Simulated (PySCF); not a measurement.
Isomers of C7H8NPS, mass 169.012 u with the commonest isotopes. Method used: PBE0/pcSseg-1 in PySCF (dipole) on a GFN2-xTB geometry, gas phase. One conformer each, none proved a minimum here; rigid rotors.

Problem. Order these by rotational constant C, largest first.
A. `[CH2:1]=[CH:2][P@H:3](=[S:4])[c:5]1[cH:6][cH:7][cH:8][cH:9][n:10]1` with C1–C2–P3–S4 1°, C2–P3–C5–C6 122°
B. `[CH2:1]=[CH:2][c:3]1[cH:4][p:5][cH:6][c:7]([S:8][CH3:9])[n:10]1` with C1–C2–C3–C4 180°, C6–C7–S8–C9 180°
C. `C#Cc1pcsc1N(C)C`

Solution. C (593.3 MHz), A (546.1 MHz), B (520.6 MHz).

Problem. Order these by rotational constant B, smallest first.
A. `C#Cc1c(scp1)N(C)C`
B. `C#Cc1pcc(N(C)C)s1`
C. `[CH2:1]=[CH:2][c:3]1[cH:4][p:5][cH:6][c:7]([S:8][CH3:9])[n:10]1` with C1–C2–C3–C4 180°, C6–C7–S8–C9 180°
D. `[CH2:1]=[CH:2][c:3]1[n:4][c:5]([S:6][CH3:7])[cH:8][cH:9][p:10]1` with C1–C2–C3–N4 0°, N4–C5–S6–C7 0°

Solution. B (661.1 MHz), D (843.3 MHz), C (930.3 MHz), A (1080 MHz).

Problem. Order these by radius of gyration √(Σ m r²/M), largest first.
A. `s1cpc(c1N(C)C)C#C`
B. `p1c(C#C)sc(N(C)C)c1`
C. `[CH2:1]=[CH:2][c:3]1[cH:4][p:5][cH:6][c:7]([S:8][CH3:9])[n:10]1` with C1–C2–C3–C4 180°, C6–C7–S8–C9 180°

Solution. B (2.425 Å), C (2.398 Å), A (2.263 Å).

```csv
SMILES,point group,Ia (u·Å²),Ib (u·Å²),Ic (u·Å²),κ,μa (D),μb (D),μc (D)
C=Cc1cpcc(SC)n1,Cs,430.65,543.24,970.68,0.25,0.26,1.56,0.00
C=Cc1nc(SC)ccp1,Cs,365.00,599.29,961.08,-0.26,0.79,0.45,0.00
C#Cc1pcc(N(C)C)s1,C1,233.28,764.41,989.81,-0.82,4.24,1.05,0.27
C#Cc1pcsc1N(C)C,C1,411.26,467.84,851.88,0.53,3.16,1.07,0.33
C=C[P@H](=S)c1ccccn1,C1,270.10,762.84,925.44,-0.82,3.78,1.99,1.06
```
